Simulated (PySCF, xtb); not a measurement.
FeF3, SMILES [F][Fe]([F])[F] (connectivity only; charge and spin as stated), neutral, multiplicity 6.

Harmonic wavenumbers (cm⁻¹) from xtb 6.7.1 with GFN2-xTB at its own minimum, in rising order: 175, 195, 195, 472, 475, 475.

Problem. What does PBE-D3(BJ)/def2-SVP run with PySCF 2.14.0 give at its own minimum? (Estimate from the structure and the level; the computed values follow.)

Solution. 101, 146, 146, 607, 691, 691. Paired by order, the mean absolute difference is 123 cm⁻¹ and the zero-point energies are 2.8 and 3.4 kcal/mol.
